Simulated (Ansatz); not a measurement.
`[CH3][Ga]([NH2])[Cl]`. Total charge 0; spin multiplicity 1. Geometry: relaxed with PBE0-D4/def2-TZVP. It is one conformer, not always the lowest.

```xyz
9

C     0.028   -1.385   -0.725
Ga    0.434    0.269    0.216
N    -0.709    1.575    0.712
Cl    2.470    0.705    0.787
H     0.363   -2.237   -0.132
H     0.564   -1.408   -1.676
H    -1.041   -1.483   -0.918
H    -1.699    1.561    0.539
H    -0.410    2.403    1.197
```

Question: What is the dipole moment at PBE/def2-TZVPP? (An estimate is asked.)

Answer: The calculation gave: 2.84 D, with components (-2.74, -0.37, -0.65) D in this frame, pointing from negative to positive charge.

Question: And with r2SCAN, B3LYP, ωB97M-V? (Best estimate.)

Answer: Computed: r2SCAN 2.91 D, B3LYP 2.87 D, ωB97M-V 2.85 D.

Question: Give the Mulliken charges with PBE, r2SCAN, ωB97M-V in def2-TZVPP. (Best estimate.)

Answer: The calculation gave: 
```
atom    PBE  r2SCAN  ωB97M-V
  C1  -0.38   -0.32    -0.48
 Ga2   0.42    0.53     0.53
  N3  -0.36   -0.43    -0.35
 Cl4  -0.30   -0.33    -0.30
  H5   0.11    0.08     0.13
  H6   0.11    0.08     0.12
  H7   0.10    0.07     0.12
  H8   0.14    0.15     0.11
  H9   0.16    0.17     0.13
```

B3LYP here is the variant with VWN-RPA as its local correlation; programs differ in this.
